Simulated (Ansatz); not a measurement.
```yaml
crystal:
  periodic: [false, false, false]
  atoms:
    - {symbol: B, position_ang: [-0.437603, 1.533021, -0.786455]}
    - {symbol: S, position_ang: [-0.407796, 0.937821, 1.191478]}
    - {symbol: B, position_ang: [0.054110, -0.627226, 0.263410]}
    - {symbol: S, position_ang: [0.248584, -2.112721, 1.503918]}
    - {symbol: H, position_ang: [-0.186664, 0.943572, -1.795847]}
    - {symbol: H, position_ang: [-0.595112, 2.963486, -0.595538]}
    - {symbol: H, position_ang: [0.353024, -0.978563, -1.044430]}
    - {symbol: H, position_ang: [0.590506, -2.849045, 1.071649]}
basis:
  gaussian: {orbitals: cc-pVDZ, fitting: {mean_field: cc-pVTZ-jkfit}}
hamiltonian: {xc: {name: B3LYP-D3}}
output: {forces: true}
```

```sh
$ ansatz run in.yaml --threads 2 --pin off --events-out ev --progress --plain --max-ram 4352MiB
```

Output, abridged:

```
Error: YAML parse error: error: line 14 column 19: hamiltonian.xc: no functional is named "B3LYP-D3"; the names, which are not case-sensitive, are SVWN5, SPW92, PBE, PBE0, PBEsol, revPBE, revPBE0, RPBE, rPW86-PBE, HSE06, wPBEh, LC-wPBE, HISS, HF, BLYP, B3LYP, B3LYP5, BHLYP, CAM-B3LYP, r2SCAN, r2SCANh, r2SCAN0, r2SCAN50, m-r2SCAN, B97, wB97, wB97X, wB97X-V, B97M-V, wB97M-V, B2PLYP, B2GP-PLYP, PBE0-DH, PBE-QIDH
12 | basis:
13 |   gaussian: {orbitals: cc-pVDZ, fitting: {mean_field: cc-pVTZ-jkfit}}
14 | hamiltonian: {xc: {name: B3LYP-D3}}
15 | output: {forces: true}
```

What is wrong with this run?

The method's name isn't one that the program takes here. The program refused the input.

HSE06 is defined as in plane-wave codes.
